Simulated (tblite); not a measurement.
Write Cartesian coordinates for `[C@H]12C[C@@H](C(CC)=C2)[SiH2]C1` as optimised with GFN2-xTB.

```xyz
23
C8H14Si angstrom
C      2.5937    1.5673   -0.2779
C      2.0279    0.2917    0.3338
C      0.6913   -0.0930   -0.2041
C     -0.0410    0.4582   -1.1695
C     -1.3615   -0.2625   -1.2597
C     -2.2869    0.2899   -0.1539
Si    -1.4182   -0.2997    1.4393
C     -0.0970   -1.2227    0.4029
C     -0.9491   -1.6572   -0.7933
H      1.9189    2.4020   -0.1035
H      2.7278    1.4491   -1.3506
H      3.5586    1.8038    0.1654
H      2.7252   -0.5365    0.1651
H      1.9362    0.4115    1.4188
H      0.2001    1.3130   -1.7747
H     -1.8291   -0.2213   -2.2455
H     -2.3845    1.3709   -0.2426
H     -3.2870   -0.1312   -0.2608
H     -2.2399   -1.2135    2.2366
H     -0.8479    0.7715    2.2560
H      0.5024   -2.0045    0.8616
H     -1.7980   -2.2879   -0.5280
H     -0.3468   -2.1720   -1.5461
```

Any rigid rotation of these coordinates is as good. Atoms count from 1 in this order. The 8 C–C bonds span 1.331 Å (C3=C4, drawn double) to 1.544 Å (C5–C6, drawn single), a spread of 0.213 Å. The 5-membered ring C3–C4–C5–C9–C8 has internal angles of 97.5° to 109.1° (sum 516°, against 540° for a flat polygon); it is puckered, 0.22 Å rms from its mean plane, widest ring torsion 45°. The 5-membered ring C5–C6–Si7–C8–C9 has internal angles of 90.6° to 105.7° (sum 496°, against 540° for a flat polygon); it is puckered, 0.28 Å rms from its mean plane, widest ring torsion 68°. Si7 (SiH2 silicon) has angles from 90.6° to 114.7°.

Bonds between heavy atoms (Å): C1–C2 1.524, C2–C3 1.491, C3=C4 1.331, C4–C5 1.507, C5–C6 1.544, C6–Si7 1.908, Si7–C8 1.916, C8–C9 1.532, C3–C8 1.505, C5–C9 1.527.

Computed geometry: GFN2-xTB, gas phase.

Point group: C1 (no symmetry element, even within 0.4 Å). Its GFN2-xTB frequencies are all real (lowest 49 cm⁻¹). One conformer, not necessarily the lowest (C1–C2–C3–C4 4°).
